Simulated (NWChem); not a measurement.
System: C$_{5}$H$_{5}$FSi; SMILES FC=C=C([SiH3])C#C

Program: NWChem. Medium grid unless said otherwise, to which SCAN and Minnesota functionals are sensitive. Geometry: optimised at B3LYP/6-31G* (spherical d). B3LYP is NWChem's, with the RPA form of VWN correlation.

Task: Order these by “dipole (D)”, lowest first: PBE/def2-SVP; LDA (Slater exchange, VWN5)/def2-SVP; M06-2X/def2-SVP; PW6B95/def2-SVP; B3LYP/def2-SVP.

Result: PBE/def2-SVP (1.30), LDA (Slater exchange, VWN5)/def2-SVP (1.39), B3LYP/def2-SVP (1.47), PW6B95/def2-SVP (1.52), M06-2X/def2-SVP (1.60)
